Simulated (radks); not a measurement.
Question: Zn, 30 electrons, occupied as [Ar] 3d10 4s2. All-electron calculation, scalar-relativistic Kohn-Sham, Slater X-alpha with alpha = 0.667, spin-polarised, spherical densities, point nucleus. Program: a radial shooting solver on a logarithmic mesh with Libxc functionals. Some entries of the table are withheld. Estimate them.

| orbital | occ. | eigenvalue (hartree) | <1/r> (bohr^-1) | <r> (bohr) |
|---|---|---|---|---|
| 1s | 2 | (1) | 30.18 | 0.05038 |
| 2s | 2 | -42.42943 | 6.573 | 0.2266 |
| 2p | 6 | -36.81535 | 6.457 | 0.1985 |
| 3s | 2 | (2) | 2.088 | 0.6824 |
| 3p | 6 | -3.00757 | 1.935 | 0.7143 |
| 3d | 10 | (3) | 1.507 | 0.9166 |
| 4s | 2 | (4) | (5) | 2.685 |

Answer: 
(1) 1s eigenvalue (hartree): -349.3038
(2) 3s eigenvalue (hartree): -4.67438
(3) 3d eigenvalue (hartree): -0.33293
(4) 4s eigenvalue (hartree): -0.19088
(5) 4s <1/r> (bohr^-1): 0.4882
